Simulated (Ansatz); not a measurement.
Relaxation of CH5BCl2O (10 atoms, charge 0, multiplicity 1), to a largest force component of 0.03 eV/Å in at most 50 steps.

Computed with RKS PBE-D4/6-31G* in Ansatz.

```xyz
10
Properties=species:S:1:pos:R:3
B 0.138 0.416 -0.105
H -0.061 0.431 1.073
Cl 1.744 0.724 -0.726
Cl -1.252 0.301 -1.189
O 0.262 -2.048 0.719
C -0.653 -2.962 0.100
H -0.032 -3.711 -0.420
H -1.295 -3.481 0.841
H -1.303 -2.461 -0.650
H -0.267 -1.416 1.276
```

Problem. Where does it end, and by what steps?

Solution. The run converged. The force dipped under the threshold on the way, but the program's further checks kept it going. After 13 steps the energy has fallen by 0.574 eV; Cl3 moved furthest, 1.17 Å. Joined: B1–O5 (2.60 → 1.66 Å).

| step | energy less start (eV) | largest force component (eV/Å) | accepted |
| --- | --- | --- | --- |
| 0 | 0.0000 | 0.621 | yes |
| 1 | -0.0029 | 0.933 | yes |
| 2 | -0.1259 | 0.883 | yes |
| 3 | -0.2035 | 0.873 | yes |
| 4 | -0.3040 | 1.139 | yes |
| 5 | -0.4194 | 1.156 | yes |
| 6 | -0.4912 | 0.403 | yes |
| 7 | -0.5201 | 0.763 | yes |
| 8 | -0.5509 | 0.252 | yes |
| 9 | -0.5685 | 0.165 | yes |
| 10 | -0.5723 | 0.098 | yes |
| 11 | -0.5733 | 0.040 | yes |
| 12 | -0.5736 | 0.004 | yes |
| 13 | -0.5737 | 0.015 | yes |

```xyz
10
Properties=species:S:1:pos:R:3
B 0.107 -0.102 0.058
H 0.273 0.637 0.994
Cl 1.591 -0.418 -0.951
Cl -1.431 0.277 -0.894
O -0.204 -1.536 0.829
C -0.483 -2.728 0.013
H 0.428 -2.895 -0.574
H -0.665 -3.562 0.706
H -1.341 -2.537 -0.648
H -0.993 -1.344 1.386
```

The run took 14 s on 2 threads of Intel(R) Xeon(R) 6975P-C (Granite Rapids), on a shared host, peak memory 0.17 GiB.
